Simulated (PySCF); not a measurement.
Simulated outer-valence photoelectron spectrum of `CC(=S)[SiH2]F`. Computed with EOM-IP-CCSD/aug-cc-pVDZ in PySCF, restricted Hartree–Fock reference, 13 core orbitals frozen, non-relativistic, gas phase, PBE0-D3(BJ)/def2-SVP geometry.

Each root has a Gaussian of 0.5 eV full width with its one-hole share as area; cross sections and vibrations are left out, and the highest printed point is 100.

ionisation energy (eV), intensity and a bar:
```
      8.2          1 
      8.4         12 ####
      8.6         43 #############
      8.8         62 ###################
      9.0         37 ###########
      9.2          9 ###
      9.4          1 
      9.6          0 
      9.8          0 
     10.0          0 
     10.2          0 
     10.4          3 #
     10.6         20 ######
     10.8         53 ################
     11.0         58 #################
     11.2         26 ########
     11.4          6 ##
     11.6         12 ###
     11.8         41 ############
     12.0         62 ##################
     12.2         39 ############
     12.4         18 #####
     12.6         36 ###########
     12.8         61 ##################
     13.0         45 #############
     13.2         20 ######
     13.4         34 ##########
     13.6         60 ##################
     13.8         46 ##############
     14.0         15 ####
     14.2          3 #
     14.4         10 ###
     14.6         44 #############
     14.8         91 ###########################
     15.0        100 ##############################
     15.2         62 ##################
     15.4         29 #########
     15.6         43 #############
     15.8         60 ##################
     16.0         36 ###########
     16.2          9 ###
     16.4          1
```

**Question.** Where are the maxima, and how many lines lie under the curve?

**Answer.** 7 maxima, at 8.8, 10.9, 12.0, 12.8, 13.6, 14.9 and 15.8 eV, from 8 lines. At this width some lines have no maximum of their own.

**Question.** List the lines with their holes.

**Answer.** 
```csv
E (eV),leading hole (HF orbital),area,Koopmans (eV)
8.78,HOMO,0.95,9.45
10.92,HOMO-1,0.95,10.96
11.99,HOMO-2,0.95,13.13
12.83,HOMO-3,0.95,13.70
13.64,HOMO-4,0.93,14.99
14.81,HOMO-6,0.94,16.27
15.06,HOMO-5,0.94,16.22
15.79,HOMO-7,0.92,17.60
```

The widest gap, 2.14 eV, lies between 8.78 and 10.92 eV. Only orbitals with −ε under 21 eV, eight at most, were ionised, so the high end of the curve may lack lines.

Conformer computed: `[CH3:1][C:2](=[S:3])[SiH2:4][F:5]`: C1–C2–Si4–F5 -1°.

One conformer stands for the species.
